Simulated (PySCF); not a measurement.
## Tin: a sound run and one with changed settings

Sound run: Sn [Kr] 4d10 5s2 5p2, Sn+ [Kr] 4d10 5s2 5p1. Computed with PySCF 2.14 in cc-pVDZ-PP with ECP28MDF, with scalar relativity through the core potential. In the sound run the correlated levels freeze 4s2 4p6 4d10 outside the core potential. The sound run starts from symmetry-adapted Hartree-Fock orbitals and uses a fine grid where one is needed.

Changed run: initial guess minao, at most 50 SCF cycles.

```json
{"species": "Sn", "method": "UHF", "sound run (hartree)": "-213.33481", "changed run (hartree)": "-213.33481", "converged": "yes"}
{"species": "Sn", "method": "TPSS", "sound run (hartree)": "-214.15535", "changed run (hartree)": "-214.15535", "converged": "yes"}
{"species": "Sn", "method": "CCSD(T)", "sound run (hartree)": "-213.38384", "changed run (hartree)": "-213.38384", "converged": "yes"}
{"species": "Sn+", "method": "M06-L", "sound run (hartree)": "-214.13409", "changed run (hartree)": "-214.13409", "converged": "yes"}
{"species": "Sn+", "method": "MP2", "sound run (hartree)": "-213.10933", "changed run (hartree)": "-213.10933", "converged": "yes"}
```

Here the plain start reaches the same solutions.
